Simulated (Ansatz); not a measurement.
C₉H₁₇HfN, SMILES `C[N](C)[Hf]1234([CH3])([CH3])[C@H]5[C@@H]1[C@@H]2[C@@H]3[C@H]54`. Total charge 0; spin multiplicity 1. Hf: def2 effective core potential. The geometry is a stationary point of PBE0-D4/def2-TZVP. It is one conformer, not always the lowest.

```xyz
28

C     1.926   -0.127    1.989
N     1.247   -0.802    0.912
C     1.983   -1.939    0.420
Hf   -0.430   -0.059    0.028
C    -1.674    0.689    1.735
C    -1.531   -1.864   -0.714
C    -1.544    1.533   -1.694
C    -0.676    0.684   -2.408
C     0.645    0.958   -1.988
C     0.588    1.975   -1.010
C    -0.769    2.327   -0.827
H     2.924    0.228    1.688
H     2.060   -0.786    2.859
H     1.352    0.741    2.330
H     2.124   -2.699    1.203
H     1.452   -2.422   -0.405
H     2.983   -1.656    0.056
H    -1.769   -0.132    2.459
H    -1.246    1.542    2.274
H    -2.688    0.979    1.435
H    -1.031   -2.401   -1.529
H    -1.618   -2.566    0.127
H    -2.546   -1.639   -1.057
H    -2.622    1.546   -1.770
H    -0.970   -0.053   -3.140
H     1.542    0.473   -2.346
H     1.433    2.403   -0.490
H    -1.145    3.068   -0.138
```

What is the dipole moment at ωB97M-V/def2-TZVPP? (Best estimate.)

Computed: 1.65 D, with components (1.50, 0.50, -0.46) D in this frame, pointing from negative to positive charge.

And with PBE, r2SCAN, B3LYP? (Estimate.)

Computed: PBE 1.52 D, r2SCAN 1.52 D, B3LYP 1.58 D.

Give the Mulliken charges with ωB97M-V, PBE, B3LYP in def2-TZVPP. (An estimate is asked.)

The calculation gave: 
```csv
atom,ωB97M-V,PBE,B3LYP
C1,-0.24,-0.17,-0.18
N2,-0.28,-0.20,-0.29
C3,-0.24,-0.17,-0.18
Hf4,0.69,0.59,0.84
C5,-0.61,-0.51,-0.54
C6,-0.62,-0.52,-0.54
C7,-0.15,-0.16,-0.19
C8,-0.14,-0.11,-0.14
C9,-0.16,-0.16,-0.19
C10,-0.17,-0.16,-0.19
C11,-0.14,-0.11,-0.14
H12,0.11,0.08,0.08
H13,0.12,0.08,0.09
H14,0.10,0.08,0.08
H15,0.12,0.08,0.09
H16,0.10,0.08,0.08
H17,0.11,0.08,0.08
H18,0.13,0.10,0.10
H19,0.11,0.08,0.08
H20,0.12,0.09,0.09
H21,0.11,0.08,0.08
H22,0.13,0.10,0.10
H23,0.12,0.09,0.09
H24,0.14,0.13,0.14
H25,0.14,0.13,0.14
H26,0.14,0.13,0.14
H27,0.14,0.13,0.14
H28,0.14,0.13,0.14
```

B3LYP here is the variant with VWN-RPA as its local correlation; programs differ in this.
